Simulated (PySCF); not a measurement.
A GIAO shielding run with PySCF 2.14.0 with density-fitted response routines (density fitting, non-relativistic, gas phase) on SMILES C=CS[C@@H]1C[Si@H]1C(C)=O, C$_{6}$H$_{10}$OSSi:

```
$ OMP_NUM_THREADS=1 python probes_run.py task.json out

{"job": {"kind": "nmr", "xc": "PBE0", "basis": "pcSseg-1"}, "charge": 0, "multiplicity": 1}
C      3.873783     0.623278     0.648689
C      2.653778     0.264433     0.285810
S      2.136035     0.089331    -1.383479
C      0.491582    -0.582784    -1.121837
C     -0.555424    -0.190949    -2.154896
Si    -0.878801     0.557598    -0.453462
C     -2.204346    -0.315324     0.588339
C     -2.954254     0.522880     1.584793
O     -2.419433    -1.495764     0.426000
H      4.138534     0.722066     1.686779
H      4.641496     0.827623    -0.076549
H      1.867482     0.048196     0.994344
H      0.529549    -1.630983    -0.850668
H     -1.172733    -0.997441    -2.526087
H     -0.205354     0.456390    -2.946179
H     -0.559414     1.947023    -0.179132
H     -3.687967    -0.074755     2.121067
H     -2.251209     0.963652     2.288861
H     -3.453108     1.335438     1.060145
```

Hardware: 1 thread of an Arm Neoverse V1, shared host. The job also computes population analyses, field gradients, ring-centre shieldings.

Problem. How large is the calculation?

Solution. 84 electrons, 217 basis functions and 1169 auxiliary functions.

Problem. How long does it take, and how much memory does it need?

Solution. 71 s of wall time, with 15 SCF cycles and 5 response iterations; peak memory 1.1 GiB. Times on a shared host scatter by some tens of per cent.
